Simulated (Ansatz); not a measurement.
Geometry optimisation, RHF/def2-SVP (Ansatz 0.2.0).

The input (input.yaml):

```yaml
crystal:
  periodic: [false, false, false]
  atoms:
    - { symbol: B, position_ang: [-0.108556, -0.343236, -0.146554] }
    - { symbol: H, position_ang: [-0.048793, -0.388851, 1.043512] }
    - { symbol: O, position_ang: [0.967212, -0.396938, -0.926827] }
    - { symbol: H, position_ang: [1.795841, -0.435561, -0.473251] }
    - { symbol: Cl, position_ang: [-1.70875, -0.290968, -0.896526] }
    - { symbol: Cl, position_ang: [0.13434, 2.453929, 1.096817] }
    - { symbol: H, position_ang: [-0.285894, 1.350724, 1.687629] }
basis:
  gaussian: { orbitals: def2-SVP }
hamiltonian:
  xc: hf
relax:
  f_tol: 0.03
  max_steps: 50
```

Command:

```bash
$ ansatz run input.yaml --threads 2 --pin off --max-ram 3072MiB --backend cpu --events-out ev --progress --plain --runs-dir out
```

Problem. Where does it end, and by what steps?

Solution. The run converged. The force dipped under the threshold on the way, but the program's further checks kept it going. After 26 steps the energy has fallen by 0.281 eV; H7 moved furthest, 1.19 Å.

| step | energy less start (eV) | largest force component (eV/Å) | accepted |
| --- | --- | --- | --- |
| 0 | 0.0000 | 1.548 | yes |
| 1 | -0.1420 | 0.617 | yes |
| 2 | -0.1893 | 0.597 | yes |
| 3 | -0.2152 | 0.251 | yes |
| 4 | -0.2263 | 0.192 | yes |
| 5 | -0.1832 | 1.220 | no |
| 6 | -0.2311 | 0.095 | yes |
| 7 | -0.2333 | 0.298 | yes |
| 8 | -0.2428 | 0.064 | yes |
| 9 | -0.2350 | 0.816 | no |
| 10 | -0.2480 | 0.070 | yes |
| 11 | -0.2516 | 0.377 | yes |
| 12 | -0.2505 | 0.816 | no |
| 13 | -0.2576 | 0.219 | yes |
| 14 | -0.2634 | 0.083 | yes |
| 15 | -0.2708 | 0.081 | yes |
| 16 | -0.2595 | 0.978 | no |
| 17 | -0.2743 | 0.201 | yes |
| 18 | -0.2716 | 0.399 | no |
| 19 | -0.2771 | 0.092 | yes |
| 20 | -0.2788 | 0.055 | yes |
| 21 | -0.2804 | 0.028 | yes |
| 22 | -0.2793 | 0.270 | no |
| 23 | -0.2808 | 0.091 | yes |
| 24 | -0.2811 | 0.040 | yes |
| 25 | -0.2799 | 0.156 | no |
| 26 | -0.2813 | 0.013 | yes |

```xyz
7
Properties=species:S:1:pos:R:3
B 0.028 -0.608 -0.135
H 0.260 -1.197 0.876
O 0.941 -0.356 -1.067
H 1.812 -0.661 -0.861
Cl -1.636 -0.049 -0.425
Cl 0.193 2.567 1.825
H -0.853 2.254 1.172
```

Whether the end is a true minimum wasn't checked by a vibrational analysis.

The run took 20 s on 2 threads of Arm Neoverse V1, on a shared host, peak memory 0.14 GiB.
